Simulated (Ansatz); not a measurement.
Species: C7H13 (charge 0, doublet). It need not be the lowest isomer of its formula. 
Structure (B3LYP-D3(BJ)/def2-TZVP (Ansatz, a quantum-chemistry and plane-wave program) minimum search):
```xyz
20

C     -1.9811    -0.7379    -1.2519
C     -1.5725    -0.0228    -0.0100
C     -2.2218     1.2810     0.3043
C     -0.2614    -0.3519     0.6195
C      0.9435     0.3442    -0.0724
C      2.2420     0.0236     0.5951
C      3.2458    -0.6419     0.0376
H     -1.6330    -1.7732    -1.2559
H     -1.5699    -0.2611    -2.1570
H     -3.0675    -0.7396    -1.3763
H     -2.0408     1.5850     1.3379
H     -1.8450     2.0954    -0.3365
H     -3.3024     1.2420     0.1419
H     -0.2651    -0.0559     1.6740
H     -0.0854    -1.4312     0.5907
H      0.9814     0.0459    -1.1228
H      0.7751     1.4258    -0.0500
H      2.3365     0.3513     1.6281
H      3.1922    -0.9908    -0.9879
H      4.1567    -0.8593     0.5805
```
Charge 0, spin multiplicity 2.

Total electronic energies in hartree. Correlated levels leave the core frozen unless marked. Open shells are spin-unrestricted. No spin-orbit coupling. Non-relativistic. Basis-set limits of correlation are two-point, X^-3; Hartree-Fock from the larger set. The bracket is a focal-point correction in the basis named.

```json
[
 {"level": "PBE-D3(BJ)/def2-TZVPD", "program": "Ansatz + dftd3", "energy (Eh)": "-274.21946"},
 {"level": "BLYP-D3(BJ)/def2-TZVPD", "program": "Ansatz + dftd3", "energy (Eh)": "-274.46821"},
 {"level": "r2SCAN-D3(BJ)/def2-TZVPD", "program": "Ansatz + dftd3", "energy (Eh)": "-274.42777"},
 {"level": "B3LYP/def2-TZVPD", "program": "Ansatz", "energy (Eh)": "-274.60996"},
 {"level": "PBE0/def2-QZVPP", "program": "Ansatz", "energy (Eh)": "-274.27136"},
 {"level": "r2SCANh/def2-TZVPD", "program": "Ansatz", "energy (Eh)": "-274.41390"},
 {"level": "r2SCAN0/def2-TZVPD", "program": "Ansatz", "energy (Eh)": "-274.40200"},
 {"level": "HSE06-D3(BJ)/def2-TZVPD", "program": "Ansatz + dftd3", "energy (Eh)": "-274.24567"},
 {"level": "CAM-B3LYP-D4/def2-TZVPD", "program": "Ansatz + dftd4", "energy (Eh)": "-274.44347"},
 {"level": "RPA@PBE/cc-pVTZ", "program": "Ansatz", "energy (Eh)": "-274.59704"},
 {"level": "MP2/6-31G*", "program": "Ansatz", "energy (Eh)": "-273.46790"},
 {"level": "SCS-MP2/cc-pVTZ", "program": "Ansatz", "energy (Eh)": "-273.85636"},
 {"level": "CCSD/6-31G", "program": "Ansatz", "energy (Eh)": "-273.17621"},
 {"level": "CCSD/cc-pVTZ", "program": "Ansatz", "energy (Eh)": "-273.92591"},
 {"level": "RI-MP2/CBS(cc-pVTZ,cc-pVQZ)+[CCSD(T)-MP2]/cc-pVTZ", "program": "Ansatz", "energy (Eh)": "-274.1199"}
]
```

Totals of different functionals don't rank their quality; only differences between species are comparable.
